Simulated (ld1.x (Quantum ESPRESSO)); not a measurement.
## Zn (Z = 30): excitation energies, all-electron against PAW

- Element: zinc (Zn)
- Generator: ld1.x (Quantum ESPRESSO) 7.5
- Type: PAW
- Functional: BLYP
- Relativity: scalar-relativistic
- Frozen core: [Ar]
- Valence charge: 12
- Reference configuration: 3d10 4s0.5 4p0 (charge +1.5)
- Partial waves: 4s (bound): rcut 1.55, rcutus 1.95 bohr; 4s channel at 1.7 Ry: rcut 1.55, rcutus 1.95 bohr; 4p (bound, empty): rcut 1.55, rcutus 2.10 bohr; 4p channel at 1.1 Ry: rcut 1.55, rcutus 2.10 bohr; 3d (bound): rcut 0.80, rcutus 1.05 bohr; 3d channel at -0.65 Ry: rcut 0.80, rcutus 1.05 bohr
- Local potential: all-electron potential smoothed inside 1.05 bohr (lloc = -1)
- Core correction: Bessel-smoothed model core inside 1.10 bohr
- Augmentation charge: BESSEL, radius 0.80 bohr

Energies are relative to the spin-unpolarised reference configuration 3d10 4s0.5 4p0; without spin polarisation the order of configurations can differ from experiment.

```csv
valence configuration,charge,ΔE all-electron (eV),error AE − PS (meV)
3d10 4s2 4p0,0,-18.117,+13
3d10 4s1 4p0,+1,-8.177,+2.9
3d10 4s0 4p0,+2,10.481,+3.0
3d10 4s0 4p1,+1,-1.823,+0.4
3d9 4s2 4p0,+1,-0.305,-86
3d10 4s0 4p2,0,-7.459,+2.9
3d10 4s1.5 4p0,+0.5,-14.169,+7.8
```

Levels in the configuration 3d10 4s1 4p0:

```json
{"level": "3d", "all-electron (eV)": "-19.730", "pseudo (eV)": "-19.726"}
{"level": "4s", "all-electron (eV)": "-14.127", "pseudo (eV)": "-14.135"}
```

Note: ghost state, extra bound levels that the all-electron valence spectrum of the same l lacks: s at -102.9 eV. A true bound ghost makes a file unfit for plane-wave use.
